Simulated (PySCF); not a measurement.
## Circular dichroism: SMILES N#CC(F)=C=CF, C4HF2N

Molfile (atoms numbered from 1):
```
C4HF2N
     RDKit          3D

  8  7  0  0  0  0  0  0  0  0999 V2000
    2.7514    0.7969    0.9780 N   0  0  0  0  0  0  0  0  0  0  0  0
    1.8984    0.2248    0.4745 C   0  0  0  0  0  0  0  0  0  0  0  0
    0.8299   -0.4779   -0.1482 C   0  0  0  0  0  0  0  0  0  0  0  0
    1.1893   -1.5355   -0.8984 F   0  0  0  0  0  0  0  0  0  0  0  0
   -0.4205   -0.1299    0.0187 C   0  0  0  0  0  0  0  0  0  0  0  0
   -1.6580    0.2105    0.2043 C   0  0  0  0  0  0  0  0  0  0  0  0
   -2.2990    1.0874   -0.5709 F   0  0  0  0  0  0  0  0  0  0  0  0
   -2.2826   -0.1669    1.0058 H   0  0  0  0  0  0  0  0  0  0  0  0
  1  2  3  0
  2  3  1  0
  3  4  1  0
  3  5  2  0
  5  6  2  0
  6  7  1  0
  6  8  1  0
M  END
```

Level of theory: PySCF, TDDFT CAM-B3LYP/def2-SVPD circular dichroism and optical rotation, one conformer, gas phase. Geometry: GFN2-xTB.

No stereocentre is labelled: unless the shape is locked (an allene, a helicene, a hindered biaryl), the mirror image is equally populated and a measured rotation or CD is zero.

(1) Which excitations and rotatory strengths does the calculation give?

Answers

(1) Rotatory strengths R in 10⁻⁴⁰ esu² cm², velocity form and length form (origin at the centre of mass); f in length form.
| state | E (eV) | λ (nm) | f | R (velocity) | R (length) | main |
| --- | --- | --- | --- | --- | --- | --- |
| 1 | 5.03 | 246 | 0.0003 | +1.1 | +1.4 | HOMO−1→LUMO 0.96 |
| 2 | 5.43 | 228 | 0.0004 | -5.3 | -3.9 | HOMO→LUMO+1 0.96 |
| 3 | 6.09 | 203 | 0.147 | +3.5 | +3.4 | HOMO→LUMO 0.76, HOMO−1→LUMO+1 0.17 |
| 4 | 6.92 | 179 | 0.0002 | -2.0 | -2.1 | HOMO−2→LUMO 0.89 |
| 5 | 7.32 | 169 | 0.809 | +28.6 | +29.5 | HOMO−1→LUMO+1 0.75, HOMO→LUMO 0.12 |
| 6 | 7.58 | 164 | 0.002 | -5.8 | -6.0 | HOMO→LUMO+4 0.41, HOMO−4→LUMO+1 0.37 |
| 7 | 7.77 | 160 | 0.232 | -12.9 | -13.2 | HOMO−4→LUMO 0.50, HOMO−2→LUMO+1 0.26 |
| 8 | 7.95 | 156 | 0.011 | +17.1 | +16.9 | HOMO−3→LUMO 0.90 |
| 9 | 8.11 | 153 | 0.016 | +6.1 | +6.9 | HOMO→LUMO+2 0.86 |
| 10 | 8.29 | 150 | 0.070 | -7.6 | -8.2 | HOMO−1→LUMO+2 0.95 |
| 11 | 8.60 | 144 | 0.017 | -9.2 | -8.7 | HOMO−3→LUMO+1 0.76, HOMO−3→LUMO+4 0.10 |
| 12 | 8.75 | 142 | 0.001 | +1.6 | +1.3 | HOMO−4→LUMO+1 0.45, HOMO→LUMO+4 0.36 |
| 13 | 8.82 | 141 | 0.0002 | -1.5 | -0.2 | HOMO−5→LUMO 0.80 |
| 14 | 8.92 | 139 | 0.006 | +17.4 | +16.3 | HOMO−5→LUMO+1 0.73 |
| 15 | 9.08 | 136 | 0.108 | -16.7 | -17.1 | HOMO−2→LUMO+1 0.32, HOMO−4→LUMO 0.28 |
| 16 | 9.33 | 133 | 0.004 | -18.0 | -17.3 | HOMO−6→LUMO 0.64, HOMO→LUMO+3 0.11 |

Among the states computed, the strongest CD band (largest |R|) is state 5. The largest dissymmetry factor in size, g = 4R/(D+G), with D and G the electric and magnetic dipole strengths, is -0.14 for state 2 (velocity form, f = 0.0003), among bands with |R| over 0.5. The mirror image has the same energies and oscillator strengths and all R with the opposite sign.
